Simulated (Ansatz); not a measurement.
Correlation energies of `C[NH][Ga]([NH2])[Cl]` by basis set

```csv
atom,x (Å),y (Å),z (Å)
C1,-1.2796,-0.9360,0.7408
N2,-0.0793,-0.2094,1.0785
Ga3,1.0343,0.6465,-0.0508
N4,0.8655,0.6839,-1.8525
Cl5,2.7553,1.5924,0.8108
H6,-2.1788,-0.4909,1.1842
H7,-1.4266,-0.9414,-0.3419
H8,-1.2328,-1.9845,1.0585
H9,0.1307,-0.1901,2.0624
H10,1.4269,1.3261,-2.3865
H11,-0.0156,0.5032,-2.3034
```

Total charge 0; spin multiplicity 1. Correlated methods include outer-core shells of Ga, which these sets cover unevenly. Scalar relativity is left out up to krypton. All single points use the PBE0-D4/def2-TZVP geometry. It is one conformer, not always the lowest. Frozen core, restricted reference, Ansatz.

| basis | HF (Eh) | MP2 corr. |
| --- | --- | --- |
| def2-SVP | -2532.60073 | -0.82788 |
| def2-TZVPP | -2533.18511 | -1.01617 |
| def2-QZVPP | -2533.24587 | -1.32539 |

(1) Estimate the CCSD correlation energy and the (T) correction in each basis where they were run (hartree).

Results:

(1) 
```csv
basis,CCSD corr.,(T)
def2-SVP,-0.86255,-0.02425
def2-TZVPP,-1.04964,-0.04278
```
